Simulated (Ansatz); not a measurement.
Harmonic frequencies (cm⁻¹) at PBE0-D4/def2-TZVP from Ansatz: 157, 170, 182, 203, 263, 309, 311, 317, 340, 657, 696, 710, 712, 804, 806, 1563, 1567, 1581, 3602, 3608, 3609, 3699, 3707, 3708.

Each molecule was computed in one conformer, which needn't be the lowest.

Q: Which molecule is it?
A. `[CH3][Ga]([OH])[OH]`
B. `[CH3][Ga]([Cl])[C]#N`
C. `[CH3][GaH][SiH3]`
D. `[NH2][Ga]([NH2])[NH2]`

A: D.
